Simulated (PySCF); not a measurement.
Compound: CH₇Al₂Cl₂N.
Structure used (PBE0-D3(BJ)/def2-SVP), in Å, numbered top down from 1:
```xyz
13
CH7Al2Cl2N angstrom
C     -2.429   -1.085   -0.275
N     -1.043   -0.809    0.031
Al    -0.098    0.581   -0.530
Cl     0.941    1.651    1.268
Al     3.024    0.972    0.556
Cl     2.013   -0.104   -1.221
H     -2.827   -0.318   -0.959
H     -3.077   -1.079    0.620
H     -2.570   -2.060   -0.778
H     -0.640   -1.503    0.653
H     -0.661    1.660   -1.525
H      3.812    2.221    0.003
H      3.553   -0.126    1.558
```

Computed with core-valence-separated Tamm–Dancoff BHandHLYP/aug-pcX-1 (pcseg-1 on H, def2-SVPD on Cl, def2-SVPD on Al) in PySCF, non-relativistic, gas phase, PBE0-D3(BJ)/def2-SVP geometry. No empirical shift is added; at this level the pattern usually sits a few eV under experiment.

The lowest roots of each edge with f over 0.003 (five at most, numbered afresh; weaker and dark ones are left out), with transition dipoles (au) in the frame of the coordinates:

| root | edge | E (eV) | f | μx | μy | μz |
| --- | --- | --- | --- | --- | --- | --- |
| 1 | C | 285.98 | 0.0089 | 0.0342 | 0.0056 | 0.0082 |
| 2 | C | 286.71 | 0.0164 | -0.0166 | -0.0438 | 0.0119 |
| 3 | C | 286.75 | 0.0185 | 0.0176 | -0.0198 | -0.0439 |
| 4 | C | 286.91 | 0.0240 | -0.0216 | 0.0402 | -0.0365 |
| 5 | C | 287.27 | 0.0161 | -0.0154 | 0.0270 | 0.0363 |
| 6 | N | 398.95 | 0.0100 | -0.0197 | 0.0150 | -0.0204 |
| 7 | N | 399.20 | 0.0167 | 0.0128 | -0.0236 | -0.0314 |
| 8 | N | 399.89 | 0.0080 | -0.0001 | 0.0242 | -0.0151 |
| 9 | N | 400.11 | 0.0150 | 0.0066 | 0.0324 | -0.0211 |
| 10 | N | 400.94 | 0.0060 | 0.0234 | 0.0044 | 0.0061 |

Problem. Molecules are fixed in this frame and the field points along (0, 1, 1)/√2. What effective strengths 3 f cos²θ do the roots have (θ between field and μ)?

Solution. root 1 (C1): 0.002, root 2 (C1): 0.011, root 3 (C1): 0.043, root 4 (C1): 0.000, root 5 (C1): 0.042, root 6 (N2): 0.000, root 7 (N2): 0.044, root 8 (N2): 0.001, root 9 (N2): 0.002, root 10 (N2): 0.002. Averaged over all orientations cos²θ is 1/3, which gives f back.

One conformer stands for the species.
